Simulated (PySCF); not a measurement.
AlH, SMILES [AlH] (connectivity only; charge and spin as stated), neutral, multiplicity 1.

Geometry optimised at B3LYP-D3(BJ)/def2-TZVPD.

Computed with TDDFT-CAM-B3LYP/def2-TZVPD in PySCF 2.14.0.

Vertical excitations; the highest root listed may be one member of a degenerate set. Isolated molecule, no solvent. State labels are in the subgroup C2v.

| state | symmetry | energy (eV) | λ (nm) | f | main pairs |
|---|---|---|---|---|---|
| S1 | B1 | 2.88 | 431 | 0.046 | HOMO→LUMO (degenerate set) |
| S2 | B2 | 2.88 | 431 | 0.046 | HOMO→LUMO+1 (degenerate set) |
| S3 | A1 | 5.43 | 228 | 0.172 | HOMO→LUMO+2 99 % |
| S4 | A1 | 6.46 | 192 | 0.473 | HOMO→LUMO+3 99 % |
| S5 | A2 | 6.64 | 187 | 0.000 | HOMO→LUMO+7 (degenerate set) |
| S6 | A1 | 6.64 | 187 | 0.000 | HOMO→LUMO+6 (degenerate set) |
| S7 | B1 | 6.71 | 185 | 0.144 | HOMO→LUMO+4 (degenerate set) |
| S8 | B2 | 6.71 | 185 | 0.144 | HOMO→LUMO+5 (degenerate set) |
| S9 | B1 | 7.88 | 157 | 0.493 | HOMO−1→LUMO (degenerate set) |
| S10 | B2 | 7.88 | 157 | 0.493 | HOMO−1→LUMO+1 (degenerate set) |
| T1 | B2 | 1.76 | 703 | 0 | HOMO→LUMO+1 (degenerate set) |
| T2 | B1 | 1.76 | 703 | 0 | HOMO→LUMO (degenerate set) |
| T3 | A1 | 4.98 | 249 | 0 | HOMO→LUMO+3 64 %, HOMO→LUMO+2 27 % |
| T4 | A1 | 5.35 | 232 | 0 | HOMO→LUMO+2 71 %, HOMO→LUMO+3 25 % |
Triplets are in the Tamm–Dancoff approximation, which puts them higher than full response would, so one can lie above its singlet here.
